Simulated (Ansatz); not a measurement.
Basis-set extrapolation for `CN(C)[Si]Cl` (PBE0-D4/def2-TZVP geometry, frozen core, the Gaussian-basis code of Ansatz). Multiplicity 1, RHF reference.

|  | def2-TZVPP | def2-QZVPP |
| --- | --- | --- |
| HF | -882.225090 | -882.253059 |
| MP2 correlation | -0.854901 | -0.919367 |
| CCSD(T) correlation | -0.946119 | not run |

Energies in hartree. Use E(X) = E(∞) + A·exp(−7.88·√X) for Hartree–Fock and E(X) = E(∞) + B·X^(−2.97) for correlation, with X = 3 and 4, and add CCSD(T) minus MP2 of the smaller set to the MP2 limit.

Problem. What is the CCSD(T) energy at the basis-set limit?

Solution. HF limit: -882.253059 + (-0.027969) × 0.13774 = -882.25691. MP2 limit: -0.919367 + (-0.064466) × 0.74074 = -0.96712. Higher-order term: -0.946119 − (-0.854901) = -0.09122. Total: -883.31525 hartree, 378.2 kJ/mol below CCSD(T)/def2-TZVPP.
